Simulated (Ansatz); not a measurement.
Geometry optimisation, RKS PBE/def2-SVP (Ansatz).

input.yaml

```yaml
crystal:
  periodic: [false, false, false]
  atoms:
    - { symbol: C, position_ang: [-1.3555, 0.1831, -1.021] }
    - { symbol: "N", position_ang: [-0.4178, -0.5874, -1.1226] }
    - { symbol: Si, position_ang: [0.4543, -1.1222, 0.301] }
    - { symbol: Sb, position_ang: [1.6796, 0.8628, 1.4068] }
    - { symbol: H, position_ang: [-1.9259, 0.5273, -1.9488] }
    - { symbol: H, position_ang: [-1.7332, 0.6322, -0.0741] }
    - { symbol: H, position_ang: [1.5413, -2.0915, -0.088] }
    - { symbol: H, position_ang: [-0.3979, -1.7427, 1.2596] }
    - { symbol: H, position_ang: [0.1194, 1.8051, 1.419] }
    - { symbol: H, position_ang: [2.119, 1.4821, -0.1289] }
basis:
  gaussian: { orbitals: def2-SVP }
hamiltonian:
  xc: pbe
relax:
  f_tol: 0.015
  max_steps: 40
```

Run as:

```bash
$ ansatz run input.yaml --threads 2 --pin off --max-ram 3072MiB --backend cpu --events-out ev --progress --plain --runs-dir out
```

Question: Where does it end, and by what steps?

Answer: The run converged. The force dipped under the threshold on the way, but the program's further checks kept it going. After 19 steps the energy has fallen by 0.404 eV; H6 moved furthest, 1.24 Å.

```json
{"step": "0", "energy less start (eV)": "0.0000", "largest force component (eV/Å)": "3.796", "accepted": "yes"}
{"step": "1", "energy less start (eV)": "-0.1880", "largest force component (eV/Å)": "1.123", "accepted": "yes"}
{"step": "2", "energy less start (eV)": "-0.2724", "largest force component (eV/Å)": "0.538", "accepted": "yes"}
{"step": "3", "energy less start (eV)": "-0.2558", "largest force component (eV/Å)": "0.689", "accepted": "no"}
{"step": "4", "energy less start (eV)": "-0.3020", "largest force component (eV/Å)": "0.122", "accepted": "yes"}
{"step": "5", "energy less start (eV)": "-0.3059", "largest force component (eV/Å)": "0.116", "accepted": "yes"}
{"step": "6", "energy less start (eV)": "-0.3122", "largest force component (eV/Å)": "0.093", "accepted": "yes"}
{"step": "7", "energy less start (eV)": "-0.3149", "largest force component (eV/Å)": "0.580", "accepted": "yes"}
{"step": "8", "energy less start (eV)": "-0.3308", "largest force component (eV/Å)": "0.562", "accepted": "yes"}
{"step": "9", "energy less start (eV)": "-0.3593", "largest force component (eV/Å)": "0.455", "accepted": "yes"}
{"step": "10", "energy less start (eV)": "-0.3757", "largest force component (eV/Å)": "0.234", "accepted": "yes"}
{"step": "11", "energy less start (eV)": "-0.3785", "largest force component (eV/Å)": "0.530", "accepted": "yes"}
{"step": "12", "energy less start (eV)": "-0.3975", "largest force component (eV/Å)": "0.090", "accepted": "yes"}
{"step": "13", "energy less start (eV)": "-0.4001", "largest force component (eV/Å)": "0.090", "accepted": "yes"}
{"step": "14", "energy less start (eV)": "-0.4028", "largest force component (eV/Å)": "0.014", "accepted": "yes"}
{"step": "15", "energy less start (eV)": "-0.4031", "largest force component (eV/Å)": "0.096", "accepted": "yes"}
{"step": "16", "energy less start (eV)": "-0.4033", "largest force component (eV/Å)": "0.065", "accepted": "yes"}
{"step": "17", "energy less start (eV)": "-0.4040", "largest force component (eV/Å)": "0.021", "accepted": "yes"}
{"step": "18", "energy less start (eV)": "-0.4041", "largest force component (eV/Å)": "0.015", "accepted": "yes"}
{"step": "19", "energy less start (eV)": "-0.4042", "largest force component (eV/Å)": "0.013", "accepted": "yes"}
```

```xyz
10
Properties=species:S:1:pos:R:3
C -1.317 0.258 -1.166
N -0.853 -0.863 -0.786
Si 0.456 -1.167 0.369
Sb 1.659 0.881 1.493
H -2.150 0.295 -1.906
H -0.948 1.257 -0.810
H 1.487 -1.981 -0.365
H -0.132 -2.029 1.454
H 0.117 1.633 1.775
H 1.765 1.665 -0.055
```

Whether the end is a true minimum wasn't checked by a vibrational analysis.

Time of the run: 81 s on 2 threads of Intel(R) Xeon(R) Platinum 8259CL CPU @ 2.50GHz (Skylake/Cascade Lake), on a shared host, peak memory 0.17 GiB.
